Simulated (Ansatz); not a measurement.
FH6NOSi2, SMILES O[Si@@H](N[SiH3])F.

Geometry: B3LYP-D3(BJ)/def2-SVP. The structure was generated by enumeration; whether it is a known compound was not checked. Other conformers were not sampled.

Two levels are set side by side: PBE/def2-SVPD (Ansatz, an electronic-structure program) and CAM-B3LYP/def2-SVPD (Ansatz). Energy differences of separate SCF runs at the same geometry; the states with an electron removed or added have multiplicity 2 and 2. Differences are taken from unrounded values.

| quantity | PBE |
|---|---|
| vertical ionisation energy (eV) | 9.81 |
| vertical singlet–triplet gap (eV) | 5.90 |

Problem. These are the PBE values. What does CAM-B3LYP give? (An estimate is asked for; the answer gives what the named calculation found.)

Solution. 
```csv
quantity,CAM-B3LYP,PBE minus CAM-B3LYP
vertical ionisation energy (eV),10.33,-0.52
vertical singlet–triplet gap (eV),6.58,-0.68
```
